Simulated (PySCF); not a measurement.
Radial density of Ne⁺ (neon, charge +1)

CAM-B3LYP, [He] 2s2 2p5, 2P determinant. Computed with PySCF 2.14 in aug-cc-pVDZ-DK, with scalar relativity by spin-free X2C-1e.

```tsv
r (bohr)	4πr²ρ (e/bohr)	4πr²(ρα − ρβ)
0.00201	0.03241	0.0000
0.00339	0.08964	0.0000
0.00570	0.2402	0.0001
0.00958	0.6140	0.0002
0.0161	1.505	0.0006
0.0271	3.388	0.0015
0.0456	6.611	0.0045
0.0767	10.09	0.0173
0.129	10.42	0.0821
0.217	6.562	0.3137
0.365	5.371	0.7828
0.614	7.597	1.1065
1.03	4.858	0.6587
1.74	0.9173	0.1085
2.92	0.04016	0.0043
4.91	5.472e-05	0.0000
```

Densities and radii are taken from the X2C orbitals without a picture-change correction, which distorts them close to the nucleus.
